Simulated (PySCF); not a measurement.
A structure optimised at PBE-D3(BJ)/def2-SVP, used in a PySCF frequency run:

```xyz
10

C      0.2294    -2.4767     0.0000
C     -0.3966    -1.2773     0.0000
C      0.2792     0.0077     0.0000
C     -0.3839     1.1834     0.0000
F      0.2491     2.3643     0.0000
H      1.3293    -2.5485     0.0000
H     -0.3373    -3.4193     0.0000
H     -1.5015    -1.2518     0.0000
H      1.3820     0.0318     0.0000
H     -1.4832     1.2862     0.0000
```
Charge 0, spin multiplicity 1.

### Question
Write its SMILES, formula and point group.

### Answer
C=C/C=C/F, C4H5F, Cs

### Question
What are its rotational constants (standard atomic weights)?

### Answer
34.437, 2.1326, 2.0083 GHz
